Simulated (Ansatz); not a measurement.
Start from `[SiH3][Zn][Cl]` and change one atom or group to get `[F][Zn][Cl]`.

Ansatz, PBE0-D4/def2-TZVP geometries, multiplicity 1. 

Scalar relativity is left out up to krypton.

| property | `[SiH3][Zn][Cl]` |
| --- | --- |
| zero-point energy (PBE0-D4/def2-TZVP) / kJ/mol | 67.2 |
| size of the dipole moment (PBE/def2-TZVPP) / D | 2.04 |
| size of the dipole moment (B3LYP/def2-TZVPP) / D | 2.11 |
| LUMO energy (B3LYP/def2-TZVPP) / eV | -1.31 |
| HOMO–LUMO gap (PBE0/def2-TZVPP) / eV | 7.19 |
| HOMO–LUMO gap (B3LYP/def2-TZVPP) / eV | 6.78 |

**Question.** Give the same properties after the change, and the shifts. (An estimate is asked.)

**Answer.** The calculation gave: 
```
                                        property  `[F][Zn][Cl]`  shift
  zero-point energy (PBE0-D4/def2-TZVP) / kJ/mol            8.3  -58.9
  size of the dipole moment (PBE/def2-TZVPP) / D           0.65  -1.39
size of the dipole moment (B3LYP/def2-TZVPP) / D           0.71  -1.40
             LUMO energy (B3LYP/def2-TZVPP) / eV          -2.16  -0.85
            HOMO–LUMO gap (PBE0/def2-TZVPP) / eV           7.64   0.45
           HOMO–LUMO gap (B3LYP/def2-TZVPP) / eV           6.99   0.21
```

With PBE0 the HOMO falls by 1.15 eV and the LUMO falls by 0.70 eV, so the gap widens by about 0.45 eV. PBE moves the HOMO by -0.72 eV and ωB97M-V by -1.42 eV. The zero-point energy changes by -58.9 kJ/mol with -8 modes. Dipoles are sizes alone; their direction can turn.

B3LYP here is the variant with VWN-RPA as its local correlation; programs differ in this.
